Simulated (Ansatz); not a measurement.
Ansatz (an electronic-structure program) input (B3LYP-D3(BJ)/def2-TZVP):

Ansatz 0.2 input:
```yaml
crystal:
  periodic: [false, false, false]
  atoms:
    - {symbol: Ge, position_ang: [-0.00516926, 0.00502527, 0.57294344]}
    - {symbol: Cl, position_ang: [1.21986904, 1.42802193, -0.54084538]}
    - {symbol: Cl, position_ang: [-1.21013866, -1.43748127, -0.53763638]}
basis:
  gaussian:
    orbitals: def2-TZVP
hamiltonian:
  xc: b3lyp
  dispersion: d3bj
magnetization: {spin_polarized: true, initial_magnetization: 2}
phonons: {temperatures: {t_min: 298.15, t_max: 298.15, t_step: 100}}
```

Output:

```
Functional definition: B3LYP
integrals: 0.07 GiB planned
818 factors; integrals over basis functions are off by at most 2.5e-4 eV
mean field: 0.84 GiB planned
mean field evaluation 1: about -81565.2569 eV, gradient 1.5e1 eV
mean field evaluation 2: about -81564.4128 eV, gradient 2.2e1 eV
mean field evaluation 4: about -81566.0075 eV, gradient 6.8e-1 eV
mean field evaluation 8: about -81566.0533 eV, gradient 2.6e-2 eV
mean field evaluation 16: about -81566.0534 eV, gradient 1.4e-5 eV
mean field -81566.05335540 eV, -2997.4971733544 hartree, gradient 1.4e-5 eV, S^2 2.004141; 0 other end points of the search recorded, 0 dependent functions left out
the calculation of the forces begins
reference -81566.05358289 eV, -2997.4971817142 hartree; 34, 32 occupied and 88, 90 virtual orbitals, 818 factors
these checks for a lower state are left out or cut short: stability, starts, cluster_reference, orbital_swaps, neighbouring_geometries, increment
integrals: 0.07 GiB planned
818 factors; integrals over basis functions are off by at most 2.5e-4 eV
mean field: 0.84 GiB planned
mean field -81566.05332559 eV, -2997.4971722586 hartree, gradient 1.4e-6 eV, S^2 2.004134; 0 other end points of the search recorded, 0 dependent functions left out
the calculation of the forces begins
reference -81566.05355307 eV, -2997.4971806184 hartree; 34, 32 occupied and 88, 90 virtual orbitals, 818 factors
these checks for a lower state are left out or cut short: stability, starts, cluster_reference, orbital_swaps, neighbouring_geometries, increment
integrals: 0.07 GiB planned
818 factors; integrals over basis functions are off by at most 2.5e-4 eV
mean field: 0.84 GiB planned
mean field evaluation 32: about -81566.0533 eV, gradient 1.4e-6 eV
mean field -81566.05333131 eV, -2997.4971724690 hartree, gradient 1.4e-6 eV, S^2 2.004149; 0 other end points of the search recorded, 0 dependent functions left out
the calculation of the forces begins
reference -81566.05355879 eV, -2997.4971808289 hartree; 34, 32 occupied and 88, 90 virtual orbitals, 818 factors
these checks for a lower state are left out or cut short: stability, starts, cluster_reference, orbital_swaps, neighbouring_geometries, increment
integrals: 0.07 GiB planned
818 factors; integrals over basis functions are off by at most 2.5e-4 eV
mean field: 0.83 GiB planned
mean field -81566.05339694 eV, -2997.4971748807 hartree, gradient 2.9e-6 eV, S^2 2.004153; 0 other end points of the search recorded, 0 dependent functions left out
the calculation of the forces begins
reference -81566.05362448 eV, -2997.4971832428 hartree; 34, 32 occupied and 88, 90 virtual orbitals, 818 factors
these checks for a lower state are left out or cut short: stability, starts, cluster_reference, orbital_swaps, neighbouring_geometries, increment
integrals: 0.07 GiB planned
818 factors; integrals over basis functions are off by at most 2.5e-4 eV
mean field: 0.84 GiB planned
mean field -81566.05325638 eV, -2997.4971697153 hartree, gradient 2.9e-6 eV, S^2 2.004129; 0 other end points of the search recorded, 0 dependent functions left out
the calculation of the forces begins
reference -81566.05348380 eV, -2997.4971780728 hartree; 34, 32 occupied and 88, 90 virtual orbitals, 818 factors
these checks for a lower state are left out or cut short: stability, starts, cluster_reference, orbital_swaps, neighbouring_geometries, increment
integrals: 0.07 GiB planned
818 factors; integrals over basis functions are off by at most 2.5e-4 eV
mean field: 0.84 GiB planned
mean field -81566.05335155 eV, -2997.4971732129 hartree, gradient 1.8e-6 eV, S^2 2.004146; 0 other end points of the search recorded, 0 dependent functions left out
the calculation of the forces begins
reference -81566.05357904 eV, -2997.4971815728 hartree; 34, 32 occupied and 88, 90 virtual orbitals, 818 factors
these checks for a lower state are left out or cut short: stability, starts, cluster_reference, orbital_swaps, neighbouring_geometries, increment
integrals: 0.07 GiB planned
818 factors; integrals over basis functions are off by at most 2.5e-4 eV
mean field: 0.84 GiB planned
mean field -81566.05334806 eV, -2997.4971730847 hartree, gradient 1.8e-6 eV, S^2 2.004137; 0 other end points of the search recorded, 0 dependent functions left out
the calculation of the forces begins
reference -81566.05357555 eV, -2997.4971814445 hartree; 34, 32 occupied and 88, 90 virtual orbitals, 818 factors
Total energy: -81566.22183743 eV, -2997.5033649548 hartree
Atom 0 at    -0.005169     0.005025     0.572943 Å, force     0.000006    -0.000006    -0.000645 eV/Å
Atom 1 at     1.219869     1.428022    -0.540845 Å, force    -0.000928    -0.001089     0.000324 eV/Å
Atom 2 at    -1.210139    -1.437481    -0.537636 Å, force     0.000923     0.001094     0.000321 eV/Å
Dipole moment:    -0.002085     0.002027     0.231101 e Å
Vibrations: 108.91 350.38 398.22 cm⁻¹, zero-point energy 0.053159 eV
```

This is an excited triplet: at this geometry the singlet lies 2.40 eV lower at RI-MP2/CBS(def2-TZVPPD,def2-QZVPPD)+[CCSD(T)-MP2]/def2-TZVPPD.
